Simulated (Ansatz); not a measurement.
Born–Oppenheimer molecular dynamics of C₂H₁₁NSi₂ (16 atoms, charge 0, multiplicity 1). It starts from a relaxed structure.

Level of theory: Ansatz 0.2.0, RKS PBE0-D4/STO-3G.

```json
{
 "ensemble": "NVT, Nosé–Hoover chain",
 "time step": "0.5 fs",
 "steps asked": "100",
 "set temperature": "3000 K",
 "thermostat": "time constant 50 fs, chain length 1",
 "temperature schedule": "25 steps to 3000 K, then 75 steps to 750 K",
 "seed": "429868"
}
```

First frame:

```xyz
16
Properties=species:S:1:pos:R:3
Si 0.088 -0.003 -0.049
Si -0.159 0.235 2.182
H -1.544 0.144 2.579
H 0.567 -0.799 2.882
H 0.344 1.509 2.640
H 1.490 0.022 -0.398
N -0.692 1.255 -1.044
C -2.173 1.299 -0.898
H -2.589 0.298 -1.091
H -2.521 1.627 0.104
H -2.596 1.997 -1.638
C -0.130 2.618 -0.832
H -0.559 3.313 -1.572
H -0.330 3.040 0.175
H 0.961 2.590 -0.979
H -0.479 -1.262 -0.477
```

How far do the bonds stretch over the last three quarters of this one trajectory? (Pairs bonded in most of those frames.)


| bond | mean (Å) | spread (Å) | shortest | longest |
| --- | --- | --- | --- | --- |
| Si1–Si2 | 2.294 | 0.096 | 2.17 | 2.41 |
| Si1–H6 | 1.453 | 0.035 | 1.40 | 1.50 |
| Si1–N7 | 1.838 | 0.088 | 1.71 | 1.95 |
| Si1–H16 | 1.449 | 0.013 | 1.43 | 1.47 |
| Si2–H3 | 1.469 | 0.068 | 1.35 | 1.59 |
| Si2–H4 | 1.478 | 0.120 | 1.29 | 1.64 |
| Si2–H5 | 1.468 | 0.052 | 1.38 | 1.55 |
| N7–C8 | 1.566 | 0.096 | 1.41 | 1.74 |
| N7–C12 | 1.554 | 0.096 | 1.39 | 1.68 |
| C8–H9 | 1.106 | 0.011 | 1.08 | 1.13 |
| C8–H10 | 1.115 | 0.039 | 1.06 | 1.18 |
| C8–H11 | 1.107 | 0.036 | 1.04 | 1.16 |
| C12–H13 | 1.120 | 0.067 | 1.00 | 1.23 |
| C12–H14 | 1.124 | 0.037 | 1.04 | 1.21 |
| C12–H15 | 1.179 | 0.151 | 0.93 | 1.37 |

Mean temperature of the second half: 1699 K. The conserved energy stayed within 3.2 meV per atom of its start (net change 1.8 meV per atom), so there is no drift, though single steps change it by up to 22 meV in the whole system, a sign of fast motions only just resolved. The schedule's set-point averaged 1500 K over the second half and the system 1699 K. A run of 0.05 ps of so small a system gives no equilibrium averages. Limits of this set-up: minimal basis.

Run time: 9.9 min on 1 thread of Arm Neoverse N1 (shared host), peak memory 0.12 GiB.
